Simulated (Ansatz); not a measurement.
Two isomers of C3H5F3O: A = `CC(F)(F)OCF`, B = `FCOC(F)CF`.

Computed with Ansatz on PBE0-D4/def2-TZVP structures; ΔE is electronic, products minus reactants. CCSD(T)/CBS is the MP2 limit (def2-TZVPP, def2-QZVPP) plus CCSD(T) − MP2 in def2-TZVPP, frozen cores. DFT in def2-TZVPP. B3LYP here is the variant with VWN-RPA as its local correlation; programs differ in this. Each species was taken in one conformer, which may not be the lowest.

**Question.** Which isomer does CCSD(T)/CBS put lower? Give the gap. (Best estimate.)

**Answer.** Ansatz gave: A, by 67.2 kJ/mol.

**Question.** Give E(B) − E(A) in kJ/mol with BLYP-D4, MP2/def2-TZVPP, B2PLYP, PBE-D4, ωB97M-V, PBE0-D4, B3LYP. (Estimate.)

**Answer.** Computed: BLYP-D4 61.0, MP2/def2-TZVPP 70.6, B2PLYP 65.4, PBE-D4 66.9, ωB97M-V 71.3, PBE0-D4 69.5, B3LYP 62.2. None reverses the order clearly.

**Question.** Does the order hold for the free energy at 298.15 K (harmonic terms from PBE0-D4)? (Estimate.)

**Answer.** Computed: Yes: G(B) − G(A) = +68.0 kJ/mol, for one conformer each. Modes under 60 cm⁻¹, often nearly free rotors, make the harmonic entropy too high.

Largest T1 diagnostic: 0.012.

At CCSD(T), def2-SVP lies +12.9 kJ/mol from the extrapolated value and def2-TZVPP +1.0 kJ/mol. From BLYP to BHLYP (50 % exact exchange), in def2-TZVPP and without D4, E(B) − E(A) moves by +6.8 kJ/mol.
